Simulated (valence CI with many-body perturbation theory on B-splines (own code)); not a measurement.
**E1 transitions of Re V**

Level of theory: relativistic CI+MBPT: three valence electrons over a frozen Dirac-Fock core [Xe] 4f14, a basis of 9 s, 9 p, 10 d, 8 f, 5 g, 3 h, 1 i functions for each j, with the one-electron correlation potential Σ1, the two-electron term Σ2, the three-electron term Σ3, Breit, model QED; selected CI, second order for the rest, scaled by the run's own slope (own B-spline code, finite nucleus).

Against 62 measured levels this calculation errs by 1190 cm⁻¹ on average and by 2237 at most. These come from a selection out of Brasseur, Gamrath and Quinet, At. Data Nucl. Data Tables 157, 101636 (2024). Levels without a partner in it may be off by more, other configurations by 1,000 to 8,000 cm⁻¹. 1 measured level below the end of the list, from 164068 cm⁻¹ on, found no clear computed partner.

Lines 101 to 150 of 225 in falling wavelength, among levels below 165810 cm⁻¹, chosen from the strongest by gf and those to the six lowest levels. Wavelengths and rates use the calculated energies, so an error of 1000 cm⁻¹ moves a line at 837.1 Å by 0.84 % and its rate by three times that or more. Electric multipoles are in the length gauge, E1 and E2 with the static RPA response of the core. Weak lines are less certain than strong ones. Lines between different terms over intervals too small for the method are left out, as are lines whose strength nearly cancels. Where a level lies close to another of its J and parity, the split of strength between their lines is uncertain. The highest levels of a list are the least certain.

Names give the largest LS component (configuration and term), which can be under half, so a name can repeat, a term be missing and a line seem to break the LS rules; names also repeat where a configuration has a term twice. Letters in brackets count levels of one name in rising energy.

```
λ vac (Å)  λ from measured levels               Upper           Lower   A (s⁻¹)  log gf  Branch %
    837.1                   841.5      5d2.6p 4F°_3/2      5d3 4P_3/2  1.86e+08   -1.11       5.0
    822.7                   826.6      5d2.6p 2F°_7/2      5d3 2F_7/2  1.90e+08   -0.81       5.0
    821.6                   826.0  5d2.6p 2F°_5/2 [a]      5d3 2P_3/2  3.35e+08   -0.69       9.8
    820.1                   823.5      5d2.6p 2F°_7/2      5d3 2F_5/2  1.66e+08   -0.87       4.4
    814.0                   823.8      5d2.6p 4G°_5/2      5d3 4F_5/2  3.01e+06   -2.75       0.3
    810.2                   813.1  5d2.6p 2F°_5/2 [b]      5d3 2F_5/2  3.93e+08   -0.63       7.0
    803.4                   807.9      5d2.6p 4F°_7/2      5d3 4P_5/2  5.00e+08   -0.41      12.9
    798.2                   806.5      5d2.6p 4G°_7/2      5d3 4F_9/2  1.59e+08   -0.92       9.7
    795.0                   799.1  5d2.6p 4F°_5/2 [a]      5d3 4P_3/2  6.56e+08   -0.43      20.4
    790.4                   798.5      5d2.6p 2F°_7/2      5d3 2G_9/2  2.54e+08   -0.72       6.7
    783.9                   788.3      5d2.6p 2F°_7/2  5d3 2D_5/2 [a]  4.68e+08   -0.46      12.4
    783.6                   791.2      5d2.6p 4F°_3/2      5d3 4F_5/2  1.75e+07   -2.19       0.5
    783.6                   792.2      5d2.6p 4G°_5/2      5d3 4F_3/2  3.89e+08   -0.67      32.5
    783.0                   789.3  5d2.6p 4D°_1/2 [a]      5d3 4P_1/2  4.04e+08   -1.13       8.3
    782.9                   786.3  5d2.6p 2G°_7/2 [a]      5d3 4P_5/2  2.21e+08   -0.79       4.2
    780.6                   785.8      5d2.6p 4S°_3/2  5d3 2D_5/2 [a]  5.92e+08   -0.67      12.0
    780.4                   784.5  5d2.6p 4D°_5/2 [b]      5d3 2F_7/2  2.38e+08   -0.88       6.3
    779.7                   786.0  5d2.6p 4D°_3/2 [b]      5d3 4P_5/2  5.95e+08   -0.66      12.7
    779.4                   787.8      5d2.6p 4G°_7/2      5d3 4F_7/2  9.23e+07   -1.17       5.6
    774.9                   778.7  5d2.6p 2F°_5/2 [b]  5d3 2D_5/2 [a]  2.94e+08   -0.80       5.2
    774.3                   780.5  5d2.6p 2G°_7/2 [a]      5d3 2H_9/2  4.52e+08   -0.49       8.6
    771.5                   777.5  5d2.6p 4D°_1/2 [a]      5d3 4P_3/2  1.01e+08   -1.74       2.1
    770.8                   776.8  5d2.6p 4D°_5/2 [a]      5d3 2G_7/2  4.93e+08   -0.58       8.4
    770.4                   777.8  5d2.6p 4F°_5/2 [a]      5d3 4F_7/2  1.09e+06   -3.23       0.0
    768.9                   771.0      5d2.6p 4D°_7/2  5d3 2D_5/2 [a]  2.10e+08   -0.83       3.4
    768.3                   773.2  5d2.6p 4D°_5/2 [b]      5d3 2P_3/2  5.46e+08   -0.54      14.5
    765.4                   771.6  5d2.6p 4D°_3/2 [a]      5d3 4P_1/2  6.14e+08   -0.67      16.0
    765.4                   772.7      5d2.6p 2H°_9/2     5d3 2H_11/2  6.14e+08   -0.27      15.8
    761.1                   765.5  5d2.6p 2F°_5/2 [a]  5d3 2D_3/2 [a]  4.98e+08   -0.59      14.5
    759.9                   765.6      5d2.6p 2S°_1/2      5d3 4P_1/2  1.41e+08   -1.61       3.5
    759.7                   763.4      5d2.6p 2D°_3/2      5d3 4P_1/2  4.36e+08   -0.82      10.0
    758.0                   762.9  5d2.6p 4F°_5/2 [b]      5d3 4P_3/2  2.30e+08   -0.92       8.1
    755.4                   762.0      5d2.6p 4F°_3/2      5d3 4F_3/2  2.61e+09   -0.05      70.1
    755.1                   763.0      5d2.6p 4G°_7/2      5d3 4F_5/2  4.61e+08   -0.50      28.2
    754.4                   760.3  5d2.6p 4D°_3/2 [a]      5d3 4P_3/2  3.84e+08   -0.88      10.0
    754.2                   761.5  5d2.6p 4G°_9/2 [a]      5d3 4F_9/2  1.05e+09   -0.05      42.9
    749.7                   754.5  5d2.6p 4D°_3/2 [c]      5d3 2P_1/2  1.15e+09   -0.41      35.5
    749.1                   754.5      5d2.6p 2S°_1/2      5d3 4P_3/2  2.01e+09   -0.47      49.9
    748.8                   752.4      5d2.6p 2D°_3/2      5d3 4P_3/2  9.47e+08   -0.50      21.6
    747.4                   753.1      5d2.6p 4S°_3/2  5d3 2D_3/2 [a]  2.61e+09   -0.06      52.9
    747.1                   752.0      5d2.6p 2G°_9/2      5d3 2G_9/2  3.73e+08   -0.51       5.2
    746.6                   753.7  5d2.6p 4F°_5/2 [a]      5d3 4F_5/2  1.47e+09   -0.13      45.7
    746.5                   753.1      5d2.6p 4F°_7/2      5d3 4F_9/2  2.73e+08   -0.74       7.1
    745.5                   749.9  5d2.6p 4D°_5/2 [b]  5d3 2D_5/2 [a]  9.39e+08   -0.33      24.9
    741.7                   747.3  5d2.6p 4D°_3/2 [b]      5d3 4P_1/2  4.68e+08   -0.81      10.0
    739.4                   744.7  5d2.6p 2G°_7/2 [b]      5d3 2G_7/2  2.14e+09    0.15      52.0
    737.4                   744.8  5d2.6p 4G°_9/2 [a]      5d3 4F_7/2  4.12e+08   -0.47      16.9
    736.3                   742.3  5d2.6p 4D°_1/2 [b]      5d3 4P_1/2  1.43e+09   -0.63      43.7
    735.6                   741.7  5d2.6p 2F°_5/2 [a]      5d3 2G_7/2  7.46e+08   -0.44      21.7
    735.6                   743.5  5d2.6p 4F°_5/2 [b]      5d3 4F_7/2  3.48e+06   -2.77       0.1
```

How does gf follow from A for the line at 768.3 Å?

gf = 1.4992 × (2J+1)_upper × A / σ², with σ = 130160 cm⁻¹ and 2J+1 = 6: gf = 0.290.
